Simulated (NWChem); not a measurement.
System meant: BBr2 cation

Input file for NWChem:

```
start job
memory heap 200 mb stack 900 mb global 1100 mb
charge 1
geometry units angstroms noautoz
  Br    -1.772951    -0.023096     0.020274
  B     -0.000003     0.000439    -0.000000
  Br     1.772953     0.023363    -0.020275
end
basis spherical
  Br library def2-svp
  B library def2-svp
end
dft
  xc pbe0
  iterations 4
  mulliken
end
task dft energy
```

End of the output:

```
    Atom       Charge   Shell Charges
 -----------   ------   -------------------------------------------------------
    1 Br  35    34.39   2.00  2.00  1.96  1.10  0.62  5.99  5.81  2.39  2.46  7.85  2.03  0.18
    2 B    5     5.22   1.97  0.65  0.27  1.27  0.86  0.20
    3 Br  35    34.39   2.00  2.00  1.96  1.10  0.62  5.99  5.81  2.39  2.46  7.85  2.03  0.18

 center of mass
 --------------
 x =   0.00000000 y =   0.00000000 z =   0.00000000

 moments of inertia (a.u.)
 ------------------
        1794.689842603105           0.000000000000           0.000000000000
           0.000000000000        1794.689842603105           0.000000000000
           0.000000000000           0.000000000000           0.000000000000

     Multipole analysis of the density
     ---------------------------------

     L   x y z        total         alpha         beta         nuclear
     -   - - -        -----         -----         ----         -------
     0   0 0 0      1.000000    -37.000000    -37.000000     75.000000

     1   1 0 0      0.000000      0.000000      0.000000      0.000000
     1   0 1 0     -0.000000     -0.000000     -0.000000      0.000000
     1   0 0 1     -0.000000     -0.000000     -0.000000      0.000000

     2   2 0 0    -28.268328    -14.134164    -14.134164      0.000000
     2   1 1 0      0.000000      0.000000      0.000000      0.000000
     2   1 0 1     -0.000000     -0.000000     -0.000000      0.000000
     2   0 2 0    -28.268328    -14.134164    -14.134164      0.000000
     2   0 1 1      0.000000      0.000000      0.000000      0.000000
     2   0 0 2    -15.662939   -400.830065   -400.830065    785.997191

 ------------------------------------------------------------------------
 dft energy failed                                                                                  0
 ------------------------------------------------------------------------
 ------------------------------------------------------------------------
  current input line :
    18: task dft energy
 ------------------------------------------------------------------------
 ------------------------------------------------------------------------
 This type of error is most commonly associated with calculations not reaching convergence criteria
 ------------------------------------------------------------------------
 For more information see the NWChem manual at https://nwchemgit.github.io

0:dft energy failed:Received an Error in Communication
```

Question: Find the fault in this run and fix the input.

Answer: Convergence was not reached. Cause: the SCF was allowed too few iterations. This input runs:
```
start job
memory heap 200 mb stack 900 mb global 1100 mb
charge 1
geometry units angstroms noautoz
  Br    -1.772951    -0.023096     0.020274
  B     -0.000003     0.000439    -0.000000
  Br     1.772953     0.023363    -0.020275
end
basis spherical
  * library def2-svp
end
dft
  xc pbe0
  iterations 150
  mulliken
end
task dft energy
```
It converges to -5171.61720 Ha (PBE0/def2-SVP).
